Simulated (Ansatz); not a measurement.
Ansatz results at the PBE0-D4/def2-TZVP geometry: LUMO energy (ωB97M-V/def2-TZVPP) -0.22 eV; HOMO energy (PBE/def2-TZVPP) -5.63 eV; ideal-gas entropy at 298 K and 1 bar (rigid rotor, harmonic PBE0-D4/def2-TZVP) 330 J/(mol·K).

Each molecule was computed in one conformer, which needn't be the lowest.

(1) Which molecule gave them?
A. `[NH2][Al]1[SiH2][S]1`
B. `SC1O[SiH2]1`
C. `FCC(=S)S`
D. `N[SiH]([SiH3])[SeH]`

Answers

(1) C. The others give `SC1O[SiH2]1`: 0.96, -6.00, 304; `N[SiH]([SiH3])[SeH]`: 1.43, -5.68, 389; `[NH2][Al]1[SiH2][S]1`: 0.55, -5.49, 334.
